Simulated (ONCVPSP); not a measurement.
## u(r) = r·R(r): atom against pseudo-atom (beryllium)

Columns: radius, all-electron u(r) and pseudo u(r) of the 2s shell (level -5.61 eV) of beryllium in the configuration [He] 2s2; PBE, scalar-relativistic, ONCV scheme, ONCVPSP 4.0.1.

```tsv
r (bohr)	all-electron	pseudo
0.098	-0.1937	0.0342
0.195	-0.2517	0.0678
0.292	-0.2345	0.1013
0.390	-0.1755	0.1352
0.488	-0.0955	0.1700
0.585	-0.0082	0.2057
0.682	0.0798	0.2428
0.780	0.1651	0.2815
0.878	0.2440	0.3205
0.975	0.3146	0.3586
1.072	0.3772	0.3955
1.170	0.4329	0.4314
1.268	0.4814	0.4665
1.365	0.5222	0.5006
1.463	0.5562	0.5343
1.560	0.5833	0.5658
1.658	0.6044	0.5937
1.755	0.6198	0.6153
1.852	0.6300	0.6292
1.950	0.6358	0.6358
2.047	0.6375	0.6374
2.145	0.6356	0.6355
2.242	0.6305	0.6305
2.340	0.6228	0.6227
2.438	0.6127	0.6126
2.535	0.6007	0.6007
```

Question: How many radial nodes do the two functions have?

Answer: The all-electron 2s function has n − l − 1 = 1; the pseudo-wave has 0, since the states of the same l below it are removed with the core.

Question: At about which radius was the pseudo-wave matched?

Answer: 1.95 bohr, where the columns begin to agree (steps of 0.10 bohr).

Question: Where does each function peak?

Answer: Outermost all-electron maximum near 2.05 bohr, pseudo maximum near 2.05 bohr (to the table’s step).

Question: Is the pseudo-wave norm-conserving?

Answer: Yes: the ONCV scheme keeps the norm inside the radius equal to the all-electron one, which fixes the energy derivative of the logarithmic derivative at the level.
